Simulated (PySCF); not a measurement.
B3LYP has the VWN-RPA correlation part, as in Gaussian. Excitations are Tamm–Dancoff values on a coarser integration grid. The basis has no diffuse functions, so Rydberg states are missing or too high.

**H$_{2}$Br$_{2}$Si, SMILES `[SiH2](Br)Br` (charge 0, multiplicity 1)**

Level of theory: B3LYP-D3(BJ)/def2-TZVP (PySCF 2.14.0).

```json
{
 "HOMO": "-8.37 eV",
 "dipole_moment": "1.14 D",
 "LUMO": "-0.94 eV",
 "HOMO–LUMO gap": "7.43 eV",
 "S1 excitation (TDA)": "6.33 eV",
 "S1 oscillator strength": "0.016",
 "brightest of the four lowest singlets (TDA)": "6.50 eV",
 "T1 excitation (TDA)": "5.90 eV",
 "S1–T1 gap (TDA)": "0.43 eV",
 "total_energy": "-148007.98 eV",
 "cost": "very roughly 50 core-seconds"
}
```

Bonded distances (Å): Br1–Si2 2.222, Si2–Br3 2.222, Si2–H4 1.471, Si2–H5 1.471. Bond angles (°): Br1–Si2–Br3 110.9, Br1–Si2–H4 108.3, Br1–Si2–H5 108.3, Br3–Si2–H4 108.3, Br3–Si2–H5 108.3, H4–Si2–H5 112.7.
Charge 0, spin multiplicity 1.
